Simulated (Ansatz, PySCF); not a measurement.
Atomisation energy: 12 cases among boron compounds, in kcal/mol, species as SMILES. Set-up: UHF or UKS for open shells; atomisation electronic, to ground-state atoms; 6-311+G** with 5d, 6d on Na to Ar in Ansatz (a quantum-chemistry and plane-wave program); dispersion terms only where a functional's name holds one; spin-orbit terms left out; non-relativistic; six Cartesian d functions in 6-31G* and its kin unless marked 5d; valence correlation only. Basis-set limits of correlation are two-point, X^-3; Hartree-Fock from the larger set (for Q and 5 zeta extrapolated as (X+1)exp(-9√X)). [CCSD(T)-MP2]/basis is that difference in the basis named. Ab initio and DFT rows: single points at B3LYP-D3(BJ) geometries (Ansatz).

Coupled cluster (Ansatz) is a level with limits of its own, used here on species with T1 under 0.025 (0.045 for open shells) and stable references: (a) RI-MP2/CBS(aug-cc-pV(T+d)Z,aug-cc-pV(Q+d)Z)+[CCSD(T)-MP2]/aug-cc-pV(T+d)Z; (b) CCSD(T)/CBS(aug-cc-pV(T+d)Z,aug-cc-pV(Q+d)Z); (c) CCSD(T)/CBS(cc-pV(T+d)Z,cc-pV(Q+d)Z); (d) CCSD(T)/CBS(def2-TZVPPD,def2-QZVPPD); (e) CCSD(T)/CBS(cc-pV(Q+d)Z,cc-pV(5+d)Z).

```json
[
 {"species": "O=BCl", "atoms": "3", "coupled cluster": "315.6 (b)", "difference of BP86/def2-SVP (PySCF)": "16.9", "difference of BLYP/6-31G* (Ansatz)": "2.6", "difference of BP86/6-31G* (5d) (PySCF)": "10.9", "difference of MP2/3-21G (Ansatz)": "-43.9", "difference of MP2/6-311+G** (Ansatz)": "1.0", "difference of B3LYP/def2-TZVPD (Ansatz)": "-2.6", "difference of B3LYP-D3(BJ)/def2-TZVPD (Ansatz + dftd3)": "-0.6"},
 {"species": "B (BH3)", "atoms": "4", "coupled cluster": "280.1 (e)", "difference of BP86/def2-SVP (PySCF)": "4.7", "difference of BLYP/6-31G* (Ansatz)": "3.0", "difference of BP86/6-31G* (5d) (PySCF)": "8.7", "difference of MP2/3-21G (Ansatz)": "-34.5", "difference of MP2/6-311+G** (Ansatz)": "-13.0", "difference of B3LYP/def2-TZVPD (Ansatz)": "4.4", "difference of B3LYP-D3(BJ)/def2-TZVPD (Ansatz + dftd3)": "5.3"},
 {"species": "NB(Cl)Cl", "atoms": "6", "coupled cluster": "525.9 (e)", "difference of BP86/def2-SVP (PySCF)": "19.5", "difference of BLYP/6-31G* (Ansatz)": "-10.4", "difference of BP86/6-31G* (5d) (PySCF)": "10.3", "difference of MP2/3-21G (Ansatz)": "-97.6", "difference of MP2/6-311+G** (Ansatz)": "-18.9", "difference of B3LYP/def2-TZVPD (Ansatz)": "-4.7", "difference of B3LYP-D3(BJ)/def2-TZVPD (Ansatz + dftd3)": "1.0"},
 {"species": "BB (B2H4)", "atoms": "6", "coupled cluster": "447.8 (d)", "difference of BP86/def2-SVP (PySCF)": "14.0", "difference of BLYP/6-31G* (Ansatz)": "7.2", "difference of BP86/6-31G* (5d) (PySCF)": "18.4", "difference of MP2/3-21G (Ansatz)": "-51.6", "difference of MP2/6-311+G** (Ansatz)": "-19.0", "difference of B3LYP/def2-TZVPD (Ansatz)": "8.9", "difference of B3LYP-D3(BJ)/def2-TZVPD (Ansatz + dftd3)": "11.3"},
 {"species": "C#CB(Cl)Cl", "atoms": "6", "coupled cluster": "611.9 (e)", "difference of BP86/def2-SVP (PySCF)": "26.6", "difference of BLYP/6-31G* (Ansatz)": "-5.8", "difference of BP86/6-31G* (5d) (PySCF)": "17.8", "difference of MP2/3-21G (Ansatz)": "-80.6", "difference of MP2/6-311+G** (Ansatz)": "-8.0", "difference of B3LYP/def2-TZVPD (Ansatz)": "-6.1", "difference of B3LYP-D3(BJ)/def2-TZVPD (Ansatz + dftd3)": "0.6"},
 {"species": "BOB", "atoms": "7", "coupled cluster": "629.2 (a)", "difference of BP86/def2-SVP (PySCF)": "23.4", "difference of BLYP/6-31G* (Ansatz)": "10.5", "difference of BP86/6-31G* (5d) (PySCF)": "24.0", "difference of MP2/3-21G (Ansatz)": "-67.9", "difference of MP2/6-311+G** (Ansatz)": "-23.0", "difference of B3LYP/def2-TZVPD (Ansatz)": "5.0", "difference of B3LYP-D3(BJ)/def2-TZVPD (Ansatz + dftd3)": "8.1"},
 {"species": "OB(N)N", "atoms": "9", "coupled cluster": "846.5 (b)", "difference of BP86/def2-SVP (PySCF)": "28.4", "difference of BLYP/6-31G* (Ansatz)": "-14.9", "difference of BP86/6-31G* (5d) (PySCF)": "12.2", "difference of MP2/3-21G (Ansatz)": "-148.4", "difference of MP2/6-311+G** (Ansatz)": "-42.0", "difference of B3LYP/def2-TZVPD (Ansatz)": "0.6", "difference of B3LYP-D3(BJ)/def2-TZVPD (Ansatz + dftd3)": "5.6"},
 {"species": "CB(C)Cl", "atoms": "10", "coupled cluster": "911.8 (b)", "difference of BP86/def2-SVP (PySCF)": "26.2", "difference of BLYP/6-31G* (Ansatz)": "-10.0", "difference of BP86/6-31G* (5d) (PySCF)": "24.0", "difference of MP2/3-21G (Ansatz)": "-115.6", "difference of MP2/6-311+G** (Ansatz)": "-33.9", "difference of B3LYP/def2-TZVPD (Ansatz)": "-3.9", "difference of B3LYP-D3(BJ)/def2-TZVPD (Ansatz + dftd3)": "3.6"},
 {"species": "B(C)(O)C", "atoms": "11", "coupled cluster": "1045.9 (b)", "difference of BP86/def2-SVP (PySCF)": "31.4", "difference of BLYP/6-31G* (Ansatz)": "-10.3", "difference of BP86/6-31G* (5d) (PySCF)": "25.2", "difference of MP2/3-21G (Ansatz)": "-130.3", "difference of MP2/6-311+G** (Ansatz)": "-40.0", "difference of B3LYP/def2-TZVPD (Ansatz)": "-3.5", "difference of B3LYP-D3(BJ)/def2-TZVPD (Ansatz + dftd3)": "3.1"},
 {"species": "CNB(O)O [methylaminoboronic acid]", "atoms": "11", "coupled cluster": "1072.3 (b)", "difference of BP86/def2-SVP (PySCF)": "36.2", "difference of BLYP/6-31G* (Ansatz)": "-14.2", "difference of BP86/6-31G* (5d) (PySCF)": "20.9", "difference of MP2/3-21G (Ansatz)": "-171.2", "difference of MP2/6-311+G** (Ansatz)": "-44.5", "difference of B3LYP/def2-TZVPD (Ansatz)": "-5.8", "difference of B3LYP-D3(BJ)/def2-TZVPD (Ansatz + dftd3)": "1.2"},
 {"species": "C=CCB(O)O", "atoms": "13", "coupled cluster": "1328.0 (c)", "difference of BP86/def2-SVP (PySCF)": "45.1", "difference of BLYP/6-31G* (Ansatz)": "-15.6", "difference of BP86/6-31G* (5d) (PySCF)": "29.8", "difference of MP2/3-21G (Ansatz)": "-175.9", "difference of MP2/6-311+G** (Ansatz)": "-45.9", "difference of B3LYP/def2-TZVPD (Ansatz)": "-8.8", "difference of B3LYP-D3(BJ)/def2-TZVPD (Ansatz + dftd3)": "0.7"},
 {"species": "CNB(C)C", "atoms": "15", "coupled cluster": "1394.2 (c)", "difference of BP86/def2-SVP (PySCF)": "45.5", "difference of BLYP/6-31G* (Ansatz)": "-9.7", "difference of BP86/6-31G* (5d) (PySCF)": "40.6", "difference of MP2/3-21G (Ansatz)": "-178.0", "difference of MP2/6-311+G** (Ansatz)": "-62.5", "difference of B3LYP/def2-TZVPD (Ansatz)": "-0.8", "difference of B3LYP-D3(BJ)/def2-TZVPD (Ansatz + dftd3)": "9.8"}
]
```

| level | cases | mean signed difference | mean absolute difference | median absolute difference | largest absolute difference |
|---|---|---|---|---|---|
| BP86/def2-SVP (PySCF) | 12 | 26.49 | 26.49 | 26.40 | 45.5 |
| BLYP/6-31G* (Ansatz) | 12 | -5.63 | 9.52 | 10.15 | 15.6 |
| BP86/6-31G* (5d) (PySCF) | 12 | 20.23 | 20.23 | 19.65 | 40.6 |
| MP2/3-21G (Ansatz) | 12 | -107.96 | 107.96 | 106.60 | 178.0 |
| MP2/6-311+G** (Ansatz) | 12 | -29.14 | 29.31 | 28.45 | 62.5 |
| B3LYP/def2-TZVPD (Ansatz) | 12 | -1.44 | 4.59 | 4.55 | 8.9 |
| B3LYP-D3(BJ)/def2-TZVPD (Ansatz + dftd3) | 12 | 4.14 | 4.24 | 3.35 | 11.3 |

BP86/def2-SVP lies above in 12 of 12 cases and within 2 kcal/mol in 0; mean signed difference 26.49 kcal/mol, mean absolute 26.49 kcal/mol (17.52 over the 6 cases of up to 7 atoms, 35.47 over the larger). These figures hold for the species listed. A straight line through its differences against the number of atoms has a slope of 3.01 kcal/mol an atom.

How the rows were picked: cases drawn at random among the computed members of the class with clean coupled-cluster diagnostics. The batch they came from held 19 cases of this property in the class: 0 with a tabulated value, 17 with clean coupled cluster alone, 2 with neither, which enter no statistics. The levels are drawn from those run on every case listed, the commonest habits more often. No case is left out for the size of its miss. Left out are saddle points of the reference geometry, anions that the best level run finds unbound, excited spin states, species near biochemistry, 298 K rows of species without real B3LYP wavenumbers, cases with under five habitual levels, runs that failed or that the program found above a lower state of the same kind, table entries that another table contradicts, and a share of species set aside by lot.
